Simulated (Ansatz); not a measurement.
Stepwise reaction of `[SiH3][O][GeH2][O][SiH3]` with water, as a gas-phase model of exchange steps in deposition or etching. ΔE in kJ/mol.

Isolated molecules relaxed with PBE0-D4/def2-TZVP in Ansatz; ΔE leaves out vibrations. CCSD(T)/CBS is the MP2 limit (def2-TZVPP, def2-QZVPP) plus CCSD(T) − MP2 in def2-TZVPP, frozen cores. This one scheme is used for every species. Functionals use def2-TZVPP. B3LYP here is the variant with VWN-RPA as its local correlation; programs differ in this. For Ge outer-core shells are correlated without core-valence functions, which leaves a few kJ/mol of doubt a bond. Scalar relativity is left out up to krypton. Each species was taken in one conformer, which may not be the lowest.

| step | reaction | PBE-D4 | B3LYP-D4 | ωB97M-V | CCSD(T)/CBS |
| --- | --- | --- | --- | --- | --- |
| 1 | `[SiH3][O][GeH2][O][SiH3]` + H₂O → `[OH][GeH2][O][SiH3]` + `O[SiH3]` | 11.9 | 17.3 | 13.9 | 19.2 |
| 2 | `[OH][GeH2][O][SiH3]` + H₂O → `[OH][GeH2][OH]` + `O[SiH3]` | 15.9 | 20.7 | 18.8 | 23.2 |

Question: By hand: ΔE of the 2 steps together at CCSD(T)/CBS.

Answer: (19.2) + (23.2) = 42.4 kJ/mol, or 21.2 kJ/mol a step.

In ΔE the steps differ by no more than 4.0 kJ/mol. All are uphill at CCSD(T)/CBS. PBE-D4 differs from CCSD(T)/CBS by -7.3 to -7.3 kJ/mol a step. Isolated molecules leave out the surface, adducts and barriers. Largest T1 diagnostic: 0.012.
